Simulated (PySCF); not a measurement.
# Nuclear quadrupole coupling in `C[SiH2]C[SiH2]SC`

Species: C3H12SSi2.
Atom-mapped SMILES: `[CH3:1][SiH2:2][CH2:3][SiH2:4][S:5][CH3:6]` (hydrogens: H7, H8, H9 on C1; H10, H11 on Si2; H12, H13 on C3; H14, H15 on Si4; H16, H17, H18 on C6)

Geometry (GFN2-xTB, Å), atoms numbered from 1 in this order:
```xyz
18
C3H12SSi2 angstrom
C     -1.8308    1.5776   -0.1958
Si    -2.3510   -0.2196   -0.4825
C     -0.9658   -1.4149    0.0610
Si     0.7462   -1.0996   -0.6658
S      1.6110    0.5439    0.4171
C      3.2357    0.6141   -0.3936
H     -2.6563    2.2627   -0.3646
H     -1.4736    1.7289    0.8190
H     -1.0231    1.8620   -0.8639
H     -3.5604   -0.5363    0.2923
H     -2.6268   -0.4474   -1.9087
H     -1.2617   -2.4277   -0.2069
H     -0.8931   -1.3944    1.1481
H      1.6605   -2.2326   -0.4902
H      0.7264   -0.7212   -2.0802
H      3.7831    1.4296    0.0666
H      3.1080    0.8036   -1.4548
H      3.7629   -0.3224   -0.2385
```

Field gradients from the PBE0/pcSseg-1 density (PySCF, non-relativistic), principal values in atomic units, ordered |Vxx| ≤ |Vyy| ≤ |Vzz|:

| atom | Vxx | Vyy | Vzz |
| --- | --- | --- | --- |
| S5 | 0.1718 | 2.1656 | -2.3374 |

Problem. Find the asymmetry η = (Vxx − Vyy)/Vzz and the couplings χ = eQV/h (234.96 MHz × Q in barn × V in au), with Q(33S) = −0.0678 b.

Solution. 
```csv
atom,environment,nucleus,η,χzz (MHz),χxx (MHz),χyy (MHz)
S5,sulfur bonded to C and Si,33S,0.85,37.24,-2.74,-34.50
```

The tensor is traceless: Vxx + Vyy + Vzz = 0.

Problem. What is Vzz at S5 in SI units (1 au = 9.71736 × 10²¹ V/m²)?

Solution. -2.3374 au = -22.714 × 10²¹ V/m².

Problem. And the gradient at the other heavy atoms, for which no coupling is worked out here?

Solution. 
| atom | environment | Vzz (au) | η |
| --- | --- | --- | --- |
| C1 | Si-methyl carbon | -0.035 | 0.23 |
| Si2 | SiH2 silicon | 0.162 | 0.04 |
| C3 | sp3 carbon bound to silicon | -0.053 | 0.64 |
| Si4 | SiH2 silicon | 0.490 | 0.07 |
| C6 | S-methyl carbon | 0.291 | 0.03 |

Problem. What couplings would deuterons (Q(2H) = 0.00286 b) have in place of the hydrogens, at this geometry?

Solution. 
| atom | bonded to | bond length (Å) | Vzz (au) | η | χzz (kHz) |
| --- | --- | --- | --- | --- | --- |
| H7 | C1 | 1.086 | 0.3266 | 0.01 | 219 |
| H8 | C1 | 1.086 | 0.3238 | 0.01 | 218 |
| H9 | C1 | 1.086 | 0.3227 | 0.01 | 217 |
| H10 | Si2 | 1.471 | 0.1577 | 0.01 | 106 |
| H11 | Si2 | 1.470 | 0.1584 | 0.01 | 106 |
| H12 | C3 | 1.089 | 0.3236 | 0.01 | 217 |
| H13 | C3 | 1.090 | 0.3198 | 0.01 | 215 |
| H14 | Si4 | 1.466 | 0.1595 | 0.03 | 107 |
| H15 | Si4 | 1.464 | 0.1614 | 0.02 | 108 |
| H16 | C6 | 1.085 | 0.3181 | 0.04 | 214 |
| H17 | C6 | 1.086 | 0.3146 | 0.03 | 211 |
| H18 | C6 | 1.086 | 0.3141 | 0.03 | 211 |

Isolated species at its GFN2-xTB geometry (one conformer only). GFN2-xTB bond lengths can be off by several hundredths of an ångström, more for odd bonds, and the gradients follow them. The basis is small and wasn't made for field gradients, so the couplings can be 20 % off.
